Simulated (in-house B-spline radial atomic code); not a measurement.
Inner-shell binding energies (edges) and X-ray emission energies of free atoms and ions, as differences of relaxed hole-state energies with first-order Breit, QED and recoil terms, without correlation or multiplet splittings, in NIST's listed ground configurations. For neutral atoms such line energies lie within some 1 to 5 eV of tabulated X-ray lines (up to 20 eV for the heaviest). Removing outer electrons raises all edges nearly alike, so lines move far less than edges. K = 1s, L1 = 2s, L3 = 2p3/2. A dash marks a subshell that is part filled or wasn't run, or a line left out. Computed with a B-spline radial code for spherical atoms: Dirac-Hartree-Fock, average of the configuration, finite nuclei.

```tsv
ion	configuration	K edge (eV)	L1 edge (eV)	L3 edge (eV)
In	[Kr] 4d10 5s2 5p1	27947.1	4252.55	-
In+	[Kr] 4d10 5s2	?	?	?
In3+	[Kr] 4d10	27979.3	4284.25	3771.04
In4+	[Kr] 4d9	28000.3	4305.44	3792.22
In5+	[Kr] 4d8	?	?	?
In6+	[Kr] 4d7	28046.9	4352.5	3839.27
In7+	[Kr] 4d6	28072.4	4378.23	3864.99
```

Problem. Fill in the row of In+.

Solution. K edge (eV): 27955.7; L1 edge (eV): 4261.01; L3 edge (eV): 3747.7.

Problem. Fill in the row of In5+.

Solution. K edge (eV): 28022.8; L1 edge (eV): 4328.22; L3 edge (eV): 3814.99.
